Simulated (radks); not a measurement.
The numbers below are computed, except where a source is named.
The argon ion Ar+, configuration [Ne] 3s2 3p5. Code: a radial shooting solver on a logarithmic mesh with Libxc functionals. Model: non-relativistic Kohn-Sham, Slater X-alpha with alpha = 0.958, spin-polarised, spherical densities, point nucleus; open shells are filled with parallel spins first. Some entries of the table are withheld. Estimate them.

orbital,occ.,eigenvalue (eV),<r> (bohr),r(max) (bohr)
1s up,1,-3169.450,0.08589,0.05639
1s down,1,-3169.072,0.08588,0.05639
2s up,1,-322.8053,(1),0.3375
2s down,1,-322.3853,(2),0.3376
2p up,3,-259.4330,0.3707,0.2773
2p down,3,-258.9212,0.3704,0.2775
3s up,1,-41.1742,1.334,1.144
3s down,1,-39.2206,1.342,1.145
3p up,3,(3),1.474,1.220
3p down,2,(4),1.494,1.224

Answer. 
(1) 2s up <r> (bohr): 0.4116
(2) 2s down <r> (bohr): 0.4113
(3) 3p up eigenvalue (eV): -26.4496
(4) 3p down eigenvalue (eV): -24.6188
